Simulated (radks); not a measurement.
Results of a calculation; reference values are marked as such.
Coulomb parameter of the 3d shell of the manganese ion Mn3+ in the model configuration [Ar] 3d2.5 4p1.5, as a second difference U = [E(n + 1) + E(n - 1) - 2 E(n)] / (1)^2 with all orbitals relaxed. "Bare": the charge of the atom changes with n. "Screened": the 4p shell takes up the change at fixed total charge, which measures U(3d,3d) + U(4p,4p) - 2 U(3d,4p). Level of theory: scalar-relativistic Kohn-Sham, PBE, spin-unpolarised, spherical densities, finite nucleus; Fermi nuclear charge, rms radius 3.7057 fm (a radial shooting solver on a logarithmic mesh with Libxc functionals).

| case | configuration | E - E(n) (eV) |
|---|---|---|
| start | [Ar] 3d2.5 4p1.5 | 0.000 |
| bare +1 | [Ar] 3d3.5 4p1.5 | -44.295 |
| bare -1 | [Ar] 3d1.5 4p1.5 | 64.071 |
| screened +1 | [Ar] 3d3.5 4p0.5 | -23.209 |
| screened -1 | [Ar] 3d1.5 4p2.5 | 29.381 |

U(bare) = 19.777 eV, U(screened by 4p) = 6.172 eV, against the Slater integral F0(3d,3d) = 26.082 eV with frozen orbitals.
